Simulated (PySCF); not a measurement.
A calculated (wB97X-V, PySCF 2.14, cc-pVDZ-X2C, the spin-free X2C one-electron Hamiltonian (Gaussian nucleus)) atom or ion has these occupied shells.

```json
{"shell": "1s α", "electrons": "1", "orbital energy (eV)": "-46638.9", "rms radius, mean of both spins (bohr)": "0.0259"}
{"shell": "1s β", "electrons": "1", "orbital energy (eV)": "-46638.8", "rms radius, mean of both spins (bohr)": "0.0259"}
{"shell": "2s α", "electrons": "1", "orbital energy (eV)": "-7638.9", "rms radius, mean of both spins (bohr)": "0.105"}
{"shell": "2s β", "electrons": "1", "orbital energy (eV)": "-7638.8", "rms radius, mean of both spins (bohr)": "0.105"}
{"shell": "2p α", "electrons": "3", "orbital energy (eV)": "-6822.8", "rms radius, mean of both spins (bohr)": "0.0941"}
{"shell": "2p β", "electrons": "3", "orbital energy (eV)": "-6822.8", "rms radius, mean of both spins (bohr)": "0.0941"}
{"shell": "3s α", "electrons": "1", "orbital energy (eV)": "-1679.5", "rms radius, mean of both spins (bohr)": "0.272"}
{"shell": "3s β", "electrons": "1", "orbital energy (eV)": "-1677.5", "rms radius, mean of both spins (bohr)": "0.272"}
{"shell": "3p α", "electrons": "3", "orbital energy (eV)": "-1422.5", "rms radius, mean of both spins (bohr)": "0.272"}
{"shell": "3p β", "electrons": "3", "orbital energy (eV)": "-1420.4", "rms radius, mean of both spins (bohr)": "0.272"}
{"shell": "3d α", "electrons": "5", "orbital energy (eV)": "-1069.6", "rms radius, mean of both spins (bohr)": "0.250"}
{"shell": "3d β", "electrons": "5", "orbital energy (eV)": "-1067.8", "rms radius, mean of both spins (bohr)": "0.250"}
{"shell": "4s α", "electrons": "1", "orbital energy (eV)": "-335.79", "rms radius, mean of both spins (bohr)": "0.616"}
{"shell": "4s β", "electrons": "1", "orbital energy (eV)": "-330.30", "rms radius, mean of both spins (bohr)": "0.616"}
{"shell": "4p α", "electrons": "3", "orbital energy (eV)": "-250.82", "rms radius, mean of both spins (bohr)": "0.655"}
{"shell": "4p β", "electrons": "3", "orbital energy (eV)": "-245.14", "rms radius, mean of both spins (bohr)": "0.655"}
{"shell": "4d α", "electrons": "5", "orbital energy (eV)": "-130.22", "rms radius, mean of both spins (bohr)": "0.727"}
{"shell": "4d β", "electrons": "5", "orbital energy (eV)": "-123.81", "rms radius, mean of both spins (bohr)": "0.727"}
{"shell": "5s α", "electrons": "1", "orbital energy (eV)": "-44.645", "rms radius, mean of both spins (bohr)": "1.54"}
{"shell": "5s β", "electrons": "1", "orbital energy (eV)": "-41.584", "rms radius, mean of both spins (bohr)": "1.54"}
{"shell": "5p α", "electrons": "3", "orbital energy (eV)": "-23.842", "rms radius, mean of both spins (bohr)": "1.85"}
{"shell": "5p β", "electrons": "3", "orbital energy (eV)": "-21.581", "rms radius, mean of both spins (bohr)": "1.85"}
{"shell": "6s α", "electrons": "1", "orbital energy (eV)": "-4.392", "rms radius, mean of both spins (bohr)": "5.24"}
{"shell": "4f α", "electrons": "7", "orbital energy (eV)": "-1.889", "rms radius, mean of both spins (bohr)": "1.38"}
```

(1) Name the element and its charge.

Answers

(1) Sm (samarium, neutral), in [Xe] 4f7 6s1, high-spin 9S determinant (an excited configuration).
